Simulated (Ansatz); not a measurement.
Kohn–Sham single points on C₂H₈B₂, SMILES `CBBC`.

```yaml
crystal:
  periodic: [false, false, false]
  atoms:
    - {symbol: C, position_ang: [-1.622964, 0.986308, -0.525662]}
    - {symbol: B, position_ang: [-0.735783, 0.371397, 0.606458]}
    - {symbol: B, position_ang: [0.344553, -0.866013, 0.450437]}
    - {symbol: C, position_ang: [1.839015, -0.751508, 0.002838]}
    - {symbol: H, position_ang: [-1.676254, 0.421901, -1.457883]}
    - {symbol: H, position_ang: [-2.634497, 1.227541, -0.186391]}
    - {symbol: H, position_ang: [-1.162176, 1.959247, -0.758457]}
    - {symbol: H, position_ang: [-0.842665, 0.875891, 1.699954]}
    - {symbol: H, position_ang: [-0.058015, -1.982316, 0.681699]}
    - {symbol: H, position_ang: [1.863436, -1.140907, -1.027168]}
    - {symbol: H, position_ang: [2.260268, 0.254671, -0.021315]}
    - {symbol: H, position_ang: [2.502081, -1.411611, 0.569489]}
basis:
  gaussian: {orbitals: def2-TZVPP}
hamiltonian: {xc: pbe, dispersion: d4}
output: {forces: true, orbitals: {seedname: orbitals}}
```

```sh
$ ansatz run in.yaml --threads 2 --pin off --events-out ev --progress --plain --max-ram 4352MiB
```

It prints (some lines left out):

```
Functional definition: PBE
1170 factors; their error is unknown
mean field evaluation 1: about -3536.0533 eV, gradient 8.1e1 eV
mean field evaluation 2: about -3515.9249 eV, gradient 1.1e2 eV
mean field evaluation 4: about -3551.6878 eV, gradient 4.0e0 eV
mean field evaluation 8: about -3551.7435 eV, gradient 8.4e-2 eV
mean field evaluation 16: about -3551.7139 eV, gradient 1.1e-4 eV
mean field -3551.71393751 eV, -130.5230797653 hartree, gradient 1.5e-5 eV, S^2 0.000000; 0 other end points of the search recorded, 0 dependent functions left out
reference -3551.71398618 eV, -130.5230815540 hartree; 15, 15 occupied and 221, 221 virtual orbitals, 1170 factors
Total energy: -3551.88348027 eV, -130.5293103467 hartree
Atom 0 at    -1.622964     0.986308    -0.525662 Å, force     0.041552    -0.097455     0.073022 eV/Å
Atom 1 at    -0.735783     0.371397     0.606458 Å, force     0.155862    -0.195354    -0.050075 eV/Å
Atom 2 at     0.344553    -0.866013     0.450437 Å, force    -0.144855     0.208917     0.020184 eV/Å
Atom 3 at     1.839015    -0.751508     0.002838 Å, force    -0.098991     0.028147     0.077246 eV/Å
Atom 4 at    -1.676254     0.421901    -1.457883 Å, force    -0.008098    -0.099676    -0.184339 eV/Å
Atom 5 at    -2.634497     1.227541    -0.186391 Å, force    -0.199979     0.068242     0.062484 eV/Å
Atom 6 at    -1.162176     1.959247    -0.758457 Å, force     0.074850     0.191430    -0.041774 eV/Å
Atom 7 at    -0.842665     0.875891     1.699954 Å, force    -0.018820     0.063753     0.126497 eV/Å
Atom 8 at    -0.058015    -1.982316     0.681699 Å, force    -0.040105    -0.134423     0.026939 eV/Å
Atom 9 at     1.863436    -1.140907    -1.027168 Å, force     0.014847    -0.083479    -0.191754 eV/Å
Atom 10 at     2.260268     0.254671    -0.021315 Å, force     0.084530     0.191377    -0.014296 eV/Å
Atom 11 at     2.502081    -1.411611     0.569489 Å, force     0.139205    -0.141478     0.095867 eV/Å
Dipole moment:     0.055182     0.066299    -0.143545 e Å
```

Run time 3.2 s (2 threads of an Arm Neoverse V1 on a shared host); peak host memory 0.24 GiB.

Changing it to `hamiltonian: {xc: {name: PBE-QIDH}}` and no forces (abridged; 6 s):

```
Functional definition: PBE-QIDH
mean field evaluation 16: about -3546.4362 eV, gradient 1.6e-5 eV
mean field -3546.43621377 eV, -130.3291269952 hartree, gradient 4.4e-6 eV, S^2 0.000000
4 core orbitals not correlated: weight in the atoms' cores, before any rotation towards them, 1.000 or more for the frozen orbitals, at most 0.000 for the correlated occupied ones
second order -17.00069375 eV of doubles, -0.00000000 eV of singles
Total energy: -3552.10312557 eV, -130.5373821629 hartree
```

The same input with `hamiltonian: {xc: {name: CAM-B3LYP}, dispersion: d4}` and no forces (abridged; 3.7 s):

```
Functional definition: CAM-B3LYP
mean field evaluation 16: about -3555.2013 eV, gradient 3.5e-5 eV
mean field -3555.20128171 eV, -130.6512373009 hartree, gradient 3.5e-5 eV, S^2 0.000000
Total energy: -3555.34440358 eV, -130.6564969326 hartree
```

Changing it to `hamiltonian: {xc: {name: BLYP}, dispersion: d4}` and no forces (abridged; 2.7 s):

```
Functional definition: BLYP
mean field evaluation 16: about -3555.2705 eV, gradient 3.4e-5 eV
mean field -3555.27053393 eV, -130.6537822729 hartree, gradient 3.4e-5 eV, S^2 0.000000
Total energy: -3555.64720156 eV, -130.6676245532 hartree
```

The same input with `hamiltonian: {xc: {name: r2SCAN0}, dispersion: d4}` and no forces (abridged; 5 s):

```
Functional definition: r2SCAN0
mean field -3554.88752904 eV, -130.6397071028 hartree, gradient 4.4e-5 eV, S^2 0.000000
Total energy: -3554.93807670 eV, -130.6415646953 hartree
```

With the line `hamiltonian: {xc: pbe0, dispersion: d4}` and no forces (abridged; 3.1 s):

```
Functional definition: PBE0
mean field -3552.67498482 eV, -130.5583976024 hartree, gradient 5.7e-5 eV, S^2 0.000000
Total energy: -3552.81764960 eV, -130.5636404366 hartree
```
